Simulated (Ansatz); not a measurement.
input.yaml

```yaml
crystal:
  periodic: [false, false, false]
  atoms:
    - { symbol: "N", position_ang: [-0.1492, 0.3663, -1.7342] }
    - { symbol: C, position_ang: [-0.8827, -0.1473, -0.7983] }
    - { symbol: Si, position_ang: [-0.1774, -0.3278, 0.9149] }
    - { symbol: "N", position_ang: [1.5134, 0.3267, 0.9863] }
    - { symbol: H, position_ang: [-0.7477, 0.4204, -2.631] }
    - { symbol: H, position_ang: [-1.9, -0.5098, -0.9602] }
    - { symbol: H, position_ang: [-0.0152, -1.7525, 1.3195] }
    - { symbol: H, position_ang: [-0.9081, 0.424, 1.9253] }
    - { symbol: H, position_ang: [1.9744, -0.1312, 0.2963] }
    - { symbol: H, position_ang: [1.3756, 1.2799, 0.6845] }
basis:
  gaussian: { orbitals: def2-SVPD }
hamiltonian:
  xc: pbe
relax:
  f_tol: 0.015
  max_steps: 40
output:
  orbitals: {}
```

Run as:

```bash
$ ansatz run input.yaml --threads 2 --pin off --max-ram 3072MiB --backend cpu --events-out ev --progress --plain --runs-dir out
```

Hardware: 2 threads of Arm Neoverse N1 (shared host).

Task: Roughly how long does this run take, and how much memory?

Result: 37 s, with a peak of 0.15 GiB, for 9 ionic steps.
